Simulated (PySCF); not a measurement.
In(OH) (HInO), SMILES [OH][In] (connectivity only; charge and spin as stated), neutral, multiplicity 1.

Coordinates come from a B3LYP-D3(BJ)/def2-TZVP optimisation. A frequency run showed that this geometry is not a minimum. The def2 effective core potentials stand for the cores of In; spin–orbit coupling is left out.

All values below come from C-PCM-PBE0/def2-TZVPD (PySCF).

The values are the electrostatic part of the solvation free energy, E(continuum) − E(gas) at the gas-phase geometry, in a cavity of scaled van der Waals radii (PySCF's table); cavitation and dispersion terms are not included. A continuum can't describe solvent molecules that bind to the metal. In vacuum the orbital gap is 6.27 eV. The dipole moment in vacuum is 1.22 D.

Computed values in water (ε = 78.36), chloroform (ε = 4.71), methanol (ε = 32.61):
```
solvent         ε  ΔG(elec) (kcal/mol)  dipole (D)  gap (eV)
----------  -----  -------------------  ----------  --------
water       78.36                 -5.9        1.81      6.34
chloroform   4.71                 -4.6        1.66      6.32
methanol    32.61                 -5.7        1.79      6.34
```
